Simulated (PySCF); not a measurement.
Species: C4H13FSi4.
Numbering: `[CH3:1]/[CH:2]=[CH:3]/[Si@@H:4]1[CH2:5][SiH2:6][SiH2:7][Si@H:8]1[F:9]`

Cartesian coordinates in Å at the GFN2-xTB level; atoms count from 1:
```
atom  x, y, z in Å
C1     3.7503   -0.9484   -0.2590
C2     2.6894    0.0987   -0.1823
C3     1.3943   -0.1309   -0.0156
Si4    0.0545    1.1837    0.0627
C5    -1.0185    0.8081    1.6140
Si6   -2.2175   -0.6793    1.4579
Si7   -2.9884   -0.6158   -0.7429
Si8   -1.4442    0.8572   -1.6918
F9    -2.2035    2.2728   -1.9805
H10    4.2760   -0.8794   -1.2117
H11    4.4858   -0.7996    0.5318
H12    3.3254   -1.9450   -0.1611
H13    3.0448    1.1175   -0.2761
H14    1.0732   -1.1634    0.0782
H15    0.6985    2.4973    0.2464
H16   -0.3777    0.6694    2.4838
H17   -1.6159    1.6967    1.8260
H18   -3.2264   -0.5707    2.5223
H19   -1.4586   -1.9012    1.7701
H20   -2.9516   -1.9417   -1.3811
H21   -4.3980   -0.2174   -0.8646
H22   -0.9024    0.6110   -3.0299
```

Definitions: NICS(0) = −σiso at the ring centroid; NICS(1) = −σiso and NICS(1)zz = −σzz at ±1 Å along the ring normal z. Level: GIAO PBE0/pcSseg-1 (PySCF, non-relativistic, gas phase) on the GFN2-xTB geometry, one conformer.

Ring bond lengths (Å), with Mayer bond orders in brackets: Si4–C5 1.923 (0.90), C5–Si6 1.917 (0.90), Si6–Si7 2.333 (0.87), Si7–Si8 2.336 (0.84), Si8–Si4 2.331 (0.91).

Question: What do the NICS probes read (ppm)?

Answer: 
```csv
ring,type,NICS(0),"NICS(1), two faces","NICS(1)zz, two faces",rms pucker (Å),"centre to ring atoms, mean (Å)"
Si4–C5–Si6–Si7–Si8,5-membered ring with 4 Si; formal bonds all single,-1.5,-1.7 / -2.5,2.0 / -0.7,0.20,1.82
```

Question: What can be read from them?

Answer: 
- Si4–C5–Si6–Si7–Si8: mean NICS(1)zz 0.6 ppm, near zero. Si4, C5, Si6, Si7, Si8 have four or more neighbours, and the NICS criterion for π rings isn't applied.
